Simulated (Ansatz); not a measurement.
C₄H₉B (`BC(=C)CC`). Charge 0, multiplicity 1. Geometry: relaxed with PBE0-D4/def2-TZVP. It is one conformer, not always the lowest.

```xyz
14

B     0.747    1.656    0.163
C     0.407    0.206    0.558
C     0.322   -0.075    1.867
C     0.197   -0.860   -0.483
C    -1.067   -0.619   -1.299
H     0.924    1.968   -0.981
H     0.856    2.488    1.017
H     0.123   -1.081    2.235
H     0.457    0.699    2.615
H     1.059   -0.872   -1.159
H     0.152   -1.847   -0.011
H    -1.954   -0.646   -0.661
H    -1.185   -1.376   -2.078
H    -1.038    0.359   -1.785
```

Task: What is the dipole moment at ωB97M-V/def2-TZVPP? (Estimate.)

Result: The calculation gave: 1.14 D, with components (-0.26, -1.05, 0.36) D in this frame, pointing from negative to positive charge.

Task: And with PBE, r2SCAN, B3LYP? (An estimate is asked.)

Result: Ansatz gave: PBE 1.27 D, r2SCAN 1.22 D, B3LYP 1.18 D.

Task: Give the Mulliken charges with ωB97M-V, B3LYP, PBE in def2-TZVPP. (Best estimate.)

Result: The calculation gave: 
```
atom  ωB97M-V  B3LYP    PBE
  B1    -0.17  -0.10  -0.10
  C2    -0.03  -0.03   0.00
  C3    -0.16  -0.16  -0.13
  C4    -0.16  -0.08  -0.09
  C5    -0.30  -0.25  -0.25
  H6     0.07   0.02   0.01
  H7     0.06   0.02   0.01
  H8     0.10   0.10   0.09
  H9     0.11   0.11   0.10
 H10     0.10   0.07   0.07
 H11     0.08   0.05   0.05
 H12     0.10   0.08   0.08
 H13     0.10   0.08   0.08
 H14     0.10   0.08   0.09
```

B3LYP here is the variant with VWN-RPA as its local correlation; programs differ in this.
